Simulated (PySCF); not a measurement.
ClHOPb, neutral, multiplicity 1. Atoms are numbered in the order given.

```xyz
4

Pb     0.2525     0.3210     0.0000
Cl    -0.2830    -2.1031     0.0000
O     -1.7533     0.9417     0.0000
H     -1.8716     1.8994     0.0000
```
Charge 0, spin multiplicity 1.

Geometry: B3LYP-D3(BJ)/def2-TZVP. The def2 effective core potentials stand for the cores of Pb; spin–orbit coupling is left out. The values are those of a single conformer.

Computed with B3LYP-D3(BJ)/def2-TZVP run with PySCF 2.14.0.

Frequencies are harmonic and unscaled.

**Question.** List the normal modes with their intensities. (The exact figures need the calculation; the answer reports its results.)

**Answer.** 
| mode | ν (cm⁻¹) | IR (km/mol) | Raman (Å⁴/amu) | depolarisation | moving atoms (share of kinetic energy) |
|---|---|---|---|---|---|
| 1 | 135 | 1.8 | 3.6 | 0.72 | O 60 %, Cl 25 % |
| 2 | 303 | 62.1 | 9.8 | 0.34 | Cl 84 %, Pb 15 % |
| 3 | 346 | 106.7 | 3.4 | 0.75 | H 92 % |
| 4 | 526 | 96.2 | 16.2 | 0.28 | O 89 % |
| 5 | 698 | 64.7 | 1.1 | 0.42 | H 92 % |
| 6 | 3799 | 48.1 | 166.4 | 0.26 | H 94 % |
